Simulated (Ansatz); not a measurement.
Stepwise reaction of `O[SiH](O)[SiH](F)F` with hydrogen, as a gas-phase model of exchange steps in deposition or etching. ΔE in kJ/mol.

Gas-phase electronic energies from Ansatz, PBE0-D4/def2-TZVP geometries. CCSD(T)/CBS is the MP2 limit (def2-TZVPP, def2-QZVPP) plus CCSD(T) − MP2 in def2-TZVPP, frozen cores. This one scheme is used for every species. Functionals use def2-TZVPP. B3LYP here is the variant with VWN-RPA as its local correlation; programs differ in this. One conformer a species, not always the lowest.

```
step                                              reaction  PBE-D4  B3LYP-D4  ωB97M-V  CCSD(T)/CBS
   1  `O[SiH](O)[SiH](F)F` + H₂ → `O[SiH2][SiH](F)F` + H₂O    81.1      88.4     88.0         85.6
```

Question: Give the row of step 2, `O[SiH2][SiH](F)F` + H₂ → `F[SiH](F)[SiH3]` + H₂O. (Estimate.)

Answer: Ansatz gave: 
```csv
step,reaction,PBE-D4,B3LYP-D4,ωB97M-V,CCSD(T)/CBS
2,`O[SiH2][SiH](F)F` + H₂ → `F[SiH](F)[SiH3]` + H₂O,50.3,57.3,55.4,52.8
```

Question: By hand: ΔE of the 2 steps together at CCSD(T)/CBS.

Answer: (85.6) + (52.8) = 138.4 kJ/mol, or 69.2 kJ/mol a step.

In ΔE each step is lower than the one before. All are uphill at CCSD(T)/CBS. PBE-D4 differs from CCSD(T)/CBS by -4.5 to -2.5 kJ/mol a step. Only this route is followed, and other bonds may react first. Isolated molecules leave out the surface, adducts and barriers. Largest T1 diagnostic: 0.013.
